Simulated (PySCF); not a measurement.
SbHCl2, SMILES [Cl][SbH][Cl].

Coordinates come from a B3LYP-D3(BJ)/def2-TZVP optimisation. The def2 effective core potentials stand for the cores of Sb; spin–orbit coupling is left out.

Level of theory: CAM-B3LYP/def2-TZVPD (PySCF).

Symmetry labels are those of the subgroup Cs that the program uses (full group Cs).

Computed valence orbital energies around the gap with their symmetry:
```
orbital  symmetry  energy (eV)
-------  --------  -----------
HOMO−7         A'       -18.01
HOMO−6         A'       -12.50
HOMO−5         A"       -12.46
HOMO−4         A'       -11.56
HOMO−3         A"       -10.71
HOMO−2         A'       -10.64
HOMO−1         A"       -10.44
HOMO           A'        -9.34
LUMO           A'        -1.12
LUMO+1         A"        -1.05
LUMO+2         A'         0.15
LUMO+3         A'         1.13
```
